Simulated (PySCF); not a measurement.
# Reading the logs of faulty runs: BClGeH3N

Calculated results; nothing here was measured. The program is PySCF 2.14.0, an open-source quantum chemistry code, run on an isolated molecule that a program drew, which may never have been made. The molecule is BClGeH3N (charge 0, singlet), drawn as the SMILES string `B[NH][Ge][Cl]`.

Each row is a Hartree-Fock (HF) and frozen-core CCSD(T) single point in the cc-pV(D+d)Z basis, meant for a local HF minimum. Run 1 is clean. Each other run has one planted mistake out of seven kinds, and not every kind appears here: one electron removed, one electron added, multiplicity raised by two, geometry at a saddle point, minimal basis STO-3G, one bond length entered in bohr, all coordinates scaled. The reference is restricted for singlets and unrestricted otherwise, and also for a bond in bohr. Adding or removing an electron swaps singlet and doublet. Electrons count all cores. HOMO and LUMO are orbital energies over both spins, the gradient is its largest component, and the lowest frequency (negative if imaginary) is given only where the gradient is small. Bond lengths are over the 6 bonds as drawn. T1 is the CCSD diagnostic: over 0.02 (restricted) or 0.045 (unrestricted) a single reference is doubtful. Germanium has the cc-pVDZ-PP basis, with a core potential (ECP10MDF) in place of its 10 inner electrons, and its 3s, 3p and 3d shells are frozen in CCSD(T).

Geometry of the clean run:
```xyz
7
BClGeH3N, angstrom
B    -2.7709    0.2724   -0.0598
N    -1.6403    0.9877   -0.5100
Ge   -1.5862    2.8331   -0.5199
Cl    0.4749    3.0234   -1.3489
H    -2.7808   -0.9276   -0.0639
H    -3.7275    0.8915    0.3296
H    -0.8442    0.4668   -0.8341
```

| run | electrons | basis functions | <S^2> | HOMO (eV) | LUMO (eV) | gradient (hartree/bohr) | lowest frequency (cm^-1) | mean bond (Å) | longest bond (Å) | T1 | HF (hartree) | CCSD(T) (hartree) | mistake |
|---|---|---|---|---|---|---|---|---|---|---|---|---|---|
| 1 | 64 | 89 | 0.000 | -10.34 | 0.63 | 4.5e-05 | 117 | 1.4828 | 2.230 | 0.0145 | -833.86260 | -834.38506 | no fault |
| 2 | 64 | 89 | 2.009 | -7.72 | -1.51 | 3.1e-02 | - | 1.4828 | 2.230 | 0.0202 | -833.76829 | -834.27215 | multiplicity raised by two |
| 3 | 64 | 89 | 0.974 | -7.46 | -0.84 | 7.0e-03 | - | 1.8134 | 4.213 | 0.0444 | -833.75514 | -834.25058 | ? |
| 4 | 64 | 89 | 0.000 | -10.65 | 0.11 | 4.9e-02 | - | 1.5985 | 2.404 | 0.0179 | -833.82828 | -834.36198 | ? |

**Which mistake was planted in run 3, and what did it cost?**

The mean bond changes by a factor of 1.223 and the longest by 1.889, so the molecule wasn't scaled as a whole. A length L in bohr read as angstrom grows by (1/0.5292 - 1) L = 0.890 L. The 6 bonds together grew by 6 x 0.3306 = 1.984 Å, which gives L = 2.229 Å. That is bond Ge3-Cl4, 2.230 Å in the clean geometry. So the mistake is: one bond length entered in bohr. Subtracting run 1 and multiplying by 627.51 kcal/mol a hartree, the energy moved by 67.4 kcal/mol in HF and 84.4 kcal/mol in CCSD(T).

**Which mistake was planted in run 4, and what did it cost?**

The mean and the longest bond both change by the same factor, 1.078, and the gradient is no longer small. So the mistake is: all coordinates scaled. Subtracting run 1 and multiplying by 627.51 kcal/mol a hartree, the energy moved by 21.5 kcal/mol in HF and 14.5 kcal/mol in CCSD(T).

